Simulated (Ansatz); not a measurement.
Computed with Ansatz on PBE0-D4/def2-TZVP structures; ΔE is electronic, products minus reactants. CCSD(T)/CBS adds triple-zeta CCSD(T) − MP2 to the extrapolated MP2 energy (def2 sets, frozen cores). This one scheme is used for every species. DFT in def2-TZVPP. Open shells (•) are unrestricted, without spin–orbit coupling. Each species was taken in one conformer, which may not be the lowest.

Consider the homolysis of the B–O bond: `OB(O)Cl` → `O[B]Cl`• + `[OH]`•.

Problem. What is ΔE at CCSD(T)/CBS? (An estimate is asked.)

Solution. Computed: +636.5 kJ/mol.

Problem. What do these levels give: LDA (SPW92), PBE-D4, PBE0-D4, r2SCANh-D4, B2PLYP, HF/def2-SVP, HF/def2-TZVPP, SCS-MP2/def2-TZVPP, CCSD(T)/def2-TZVPP, HF/def2-QZVPP, HF/CBS(def2), CCSD/CBS(def2)? (Best estimate.)

Solution. The calculation gave: LDA (SPW92) 715.6, PBE-D4 624.5, PBE0-D4 617.7, r2SCANh-D4 606.4, B2PLYP 621.6, HF/def2-SVP 504.5, HF/def2-TZVPP 486.7, SCS-MP2/def2-TZVPP 640.2, CCSD(T)/def2-TZVPP 624.0, HF/def2-QZVPP 486.4, HF/CBS(def2) 486.4, CCSD/CBS(def2) 627.2 kJ/mol.

Problem. What do rigid-rotor, harmonic-oscillator terms from PBE0-D4/def2-TZVP frequencies (298.15 K, 1 bar) make of the CCSD(T)/CBS value? (An estimate is asked.)

Solution. Computed: ΔZPE = -23.3 kJ/mol, ΔH = +619.7 kJ/mol, ΔS = 164 J/(mol·K), ΔG = +570.8 kJ/mol. Open shells count their whole term as degenerate.

Largest T1 diagnostic among the species: 0.015.

In def2-TZVPP, CCSD(T) changes the Hartree–Fock value by +137.3 kJ/mol (the triples alone add +9.3 kJ/mol) and MP2 by +166.7 kJ/mol; breaking electron pairs costs correlation energy, which Hartree–Fock lacks. At CCSD(T), def2-SVP lies −13.2 kJ/mol from the extrapolated value and def2-TZVPP −12.4 kJ/mol: correlation converges slowly with the basis, and small sets miss more of it in the bonded molecule than in its fragments. From PBE to PBE0 (25 % exact exchange), in def2-TZVPP and without D4, ΔE moves by −6.1 kJ/mol: exact exchange takes away binding that semilocal exchange gives to molecules.
